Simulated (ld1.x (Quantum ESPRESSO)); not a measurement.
## chromium: one change to a TM potential, before and after

ld1.x (Quantum ESPRESSO) 7.5 input, shortened:

```
&input
   title='Cr', zed=24., rel=1, dft='PBE', iswitch=3,
   config='[Ar] 3d5 4s1 4p0 4f-2'
 /
 &inputp
   pseudotype=2, tm=.true., lloc=0,
   nlcc=.false.
 /
4
3P  2  1   6.00   0.00  1.10  1.10  0.0
3D  3  2   5.00   0.00  1.30  1.30  0.0
4F  4  3  -2.00   0.10  1.30  1.30  0.0
3S  1  0   2.00   0.00  1.05  1.05  0.0
 &test
   configts(1)='3s2 3p6 3d5 4s1 4p0'
 /
```

Occupied shells without a wave of their own: 4s. They enter only through the test configuration that unscreens the potential.

Change: wave 3s (bound): rc 1.05 bohr becomes 3s (bound): rc 1.32 bohr.

Cutoffs: the cutoffs (Ry, on a coarse ladder) from which the occupation-weighted sum of valence levels, in a spherical-Bessel basis at the reference potential, stays within 10 and 1 mRy of its value at 400 Ry; they do not see the model core or the augmentation charge, which bear on the density cutoff. Errors are all-electron minus pseudo energies relative to the spin-unpolarised reference configuration.

What does the change do?

The potential gets softer (140 Ry and 230 Ry → 120 Ry and 160 Ry); the miss of the reference levels goes from 0.08 to 0.34 eV; of the 7 tests that both files solve, the error grows in 7 and shrinks in 0 by more than 15 % and 0.3 meV (median size 116.4 → 460.9 meV); neither file shows a bound ghost. A larger radius leaves more room for a smooth pseudo-wave, so fewer plane waves are needed. More of the atom is replaced by a form fitted at one configuration, so other configurations suffer.

```tsv
quantity	base	changed
cutoff, loose	140 Ry	120 Ry
cutoff, tight	230 Ry	160 Ry
loose cutoff by channel (10 mRy a level)	p 45 Ry, d 100 Ry, s 110 Ry	p 45 Ry, d 100 Ry, s 45 Ry
bound ghosts	none	none
largest miss of a reference level, eV	0.08	0.34
error for 3s2 3p6 3d5 4s0 4p0, meV [ΔE 6.90 eV]	-113	-461
error for 3s2 3p6 3d4 4s0 4p0, meV [ΔE 22.95 eV]	-188	-750
error for 3s2 3p6 3d3 4s0 4p0, meV [ΔE 53.70 eV]	-263	-1071
error for 3s2 3p6 3d5.5 4s0.5 4p0, meV [ΔE 0.73 eV]	-38	-154
error for 3s2 3p6 3d6 4s0 4p0, meV [ΔE 1.73 eV]	-69	-284
error for 3s2 3p6 3d4 4s2 4p0, meV [ΔE -0.10 eV]	+116	+460
error for 3s2 3p6 3d2 4s0 4p0, meV [ΔE 102.06 eV]	-257	-1310
```

Base: The 4s level has no wave, so the channel is fitted at the deeper level alone: the likely source of the large errors. Changed file: The 4s level has no wave, so the channel is fitted at the deeper level alone: the likely source of the large errors.
